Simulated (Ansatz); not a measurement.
GeH2 (SMILES [GeH2]) moved off its minimum; all values from Ansatz (a first-principles code), cores frozen in correlated methods.
(charge 0, multiplicity 1)
```xyz
3

Ge    -0.06733    -0.02451     0.07380
H     -0.10550    -1.07945    -1.07393
H     -0.11677     1.12854    -0.99231
```

| level | largest force (eV/Å) | on atom | rms difference from CCSD(T)/aug-cc-pVTZ (eV/Å) | dipole (D) |
|---|---|---|---|---|
| HF/def2-TZVPP | 0.46 | H2 | 0.149 | 0.03 |
| PBE/def2-TZVPP | 0.85 | Ge1 | 0.117 | 0.12 |
| r2SCAN/def2-TZVPP | 0.49 | Ge1 | 0.073 | 0.05 |
| B3LYP/def2-TZVPP | 0.61 | Ge1 | 0.027 | 0.19 |
| wB97M-V/def2-TZVPP | 0.40 | H2 | 0.111 | 0.14 |
| MP2/aug-cc-pVTZ | 0.47 | H2 | 0.087 | 0.04 |
| CCSD(T)/aug-cc-pVTZ | 0.59 | H2 | 0.000 | 0.04 |

The differences count from one level among others, with limits of its own. Forces at CCSD(T)/aug-cc-pVTZ (eV/Å):

```json
[
 {"atom": "Ge1", "Fx": "0.021", "Fy": "0.107", "Fz": "0.560"},
 {"atom": "H2", "Fx": "-0.011", "Fy": "-0.472", "Fz": "-0.362"},
 {"atom": "H3", "Fx": "-0.010", "Fy": "0.364", "Fz": "-0.198"}
]
```

Doubts at one or more of the structures used: a restricted determinant that unrestricted orbitals would lower (MP2/aug-cc-pVTZ, CCSD(T)/aug-cc-pVTZ).
